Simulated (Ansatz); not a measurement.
Cost and result for the atomization energy of CH6AlClN2 (11 atoms, 11 bonds).

Z-matrix (Å, degrees):
```
N
Al 1 1.997
C 1 1.536 2 64.7
H 1 1.011 2 120.8 3 -103.1
H 1 1.011 2 125.9 3 102.1
Cl 2 2.121 1 106.3 3 114.2
N 2 1.770 1 119.7 3 -109.3
H 3 1.088 1 110.0 2 118.1
H 3 1.087 1 110.9 2 -120.2
H 7 1.006 2 125.0 1 71.4
H 7 1.006 2 124.0 1 -118.2
```

Charge 0, multiplicity 1. The bonds changed during the relaxation, so this is another structure than the one it started from. Geometry: relaxed with PBE0-D4/def2-TZVP. It is one conformer, not always the lowest. Program: Ansatz. All runs use 4 threads of an Arm Neoverse V1 on a shared host. Times are those of one run each, without the atoms' runs, and a repeat can differ threefold. Electronic energies, without spin–orbit coupling; frozen cores. CCSD(T)/CBS adds CCSD(T) − MP2 in def2-TZVPP to the MP2 limit, and its time is that of the two runs behind it. T1 = 0.009. B3LYP takes the VWN-RPA correlation (the form of Gaussian; ORCA's B3LYP/G).

CCSD(T)/CBS is a level of theory with its own doubt, some kJ/mol a heavy atom from the limit and from the frozen cores, so smaller differences don't rank the functionals.

```csv
level,functions,wall time
LDA (SPW92)/def2-TZVPP,261,1.4 s
BLYP-D4/def2-TZVPP,261,2.3 s
revPBE-D4/def2-TZVPP,261,2.4 s
PBE0-D4/def2-TZVPP,261,3.4 s
BHLYP-D4/def2-TZVPP,261,3.7 s
CCSD(T)/def2-SVP,108,4.9 s
B3LYP-D4/def2-TZVPP (with forces),261,5.5 s
r2SCAN-D4/def2-TZVPP (with forces),261,6 s
r2SCANh-D4/def2-TZVPP,261,6.5 s
PBE-QIDH/def2-TZVPP,261,6.5 s
MP2/def2-QZVPP,491,24 s
CCSD(T)/def2-TZVPP,261,2.8 min
CCSD(T)/CBS(def2),–,3.2 min
```

Question: What atomization energy does each give, and how far from CCSD(T)/CBS? (Best estimate.)

Answer: Computed: 
```tsv
level	atomization (kJ/mol)	difference from CCSD(T)/CBS	per bond
LDA (SPW92)/def2-TZVPP	4415.8	536.7	48.8
BLYP-D4/def2-TZVPP	3867.1	-12.0	-1.1
revPBE-D4/def2-TZVPP	3838.0	-41.1	-3.7
PBE0-D4/def2-TZVPP	3868.4	-10.7	-1.0
BHLYP-D4/def2-TZVPP	3759.8	-119.3	-10.8
CCSD(T)/def2-SVP	3602.4	-276.7	-25.2
B3LYP-D4/def2-TZVPP (with forces)	3873.3	-5.8	-0.5
r2SCAN-D4/def2-TZVPP (with forces)	3869.4	-9.7	-0.9
r2SCANh-D4/def2-TZVPP	3844.7	-34.4	-3.1
PBE-QIDH/def2-TZVPP	3833.8	-45.3	-4.1
MP2/def2-QZVPP	3891.0	11.9	1.1
CCSD(T)/def2-TZVPP	3754.9	-124.2	-11.3
CCSD(T)/CBS(def2)	3879.1	0.0	0.0
```

At CCSD(T), def2-SVP lies −276.7 kJ/mol from the extrapolated value and def2-TZVPP −124.2 kJ/mol: correlation converges slowly with the basis, and small sets miss more of it in the bonded molecule than in its fragments. From PBE to PBE0 (25 % exact exchange), in def2-TZVPP and without D4, the atomization energy moves by −66.4 kJ/mol: exact exchange takes away binding that semilocal exchange gives to molecules. The D4 term adds +37.2 kJ/mol with B3LYP and +19.8 kJ/mol with PBE0; it sums over pairs of atoms, weighted by their polarisabilities, and B3LYP, whose exchange is more repulsive, gets the larger term.
